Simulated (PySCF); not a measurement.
# Steps of a relaxation of [HfH2]2+

[HfH2]2+ (singlet). PySCF 2.14.0, RKS PBE0, Hf def2-SVP with ECP60, H def2-SVP; non-relativistic Hamiltonian with scalar-relativistic core potentials where named; density fitting; no spin-orbit coupling. Origin of the start: template. Columns: position (Å) and force (eV/Å). Energies are counted from the last step; some of the 7 steps are shown. Forces carry noise of the integration grid, about 0.01 to 0.03 eV/Å.

Run from Python with OMP_NUM_THREADS=2. Where DIIS fails, smearing, a level shift and second-order steps follow.
It took 2.3 s on 2 threads of Arm Neoverse V2, on a shared host, from the converged density of the start.

```xyz
3
step 0  E = 0.703 eV
Hf    0.0000    0.0000   -0.0087     0.00    0.00   -0.34
H     1.7525    0.0000    0.7756    -1.74    0.00    0.17
H    -1.7525    0.0000    0.7756     1.74    0.00    0.17
```

```xyz
3
step 2  E = 0.051 eV
Hf    0.0000    0.0000   -0.1919     0.00    0.00    0.18
H     1.4577    0.0000    0.8672    -0.48    0.00   -0.09
H    -1.4577    0.0000    0.8672     0.48    0.00   -0.09
```

```xyz
3
step 4  E = 0.002 eV
Hf    0.0000    0.0000   -0.2547     0.00    0.00   -0.09
H     1.3389    0.0000    0.8986    -0.01    0.00    0.05
H    -1.3389    0.0000    0.8986     0.01    0.00    0.05
```

Question: Where does the relaxation end?

Answer: It converges at step 6 in C2v:
```xyz
3
step 6  E = 0
Hf    0.0000    0.0000   -0.2777
H     1.3108    0.0000    0.9101
H    -1.3108    0.0000    0.9101
```

Question: How did the contacts change?

Answer: 
```json
{"contact": "Hf1–H2 (H)", "start (Å)": "1.920", "end (Å)": "1.769"}
{"contact": "Hf1–H3 (H)", "start (Å)": "1.920", "end (Å)": "1.769"}
```
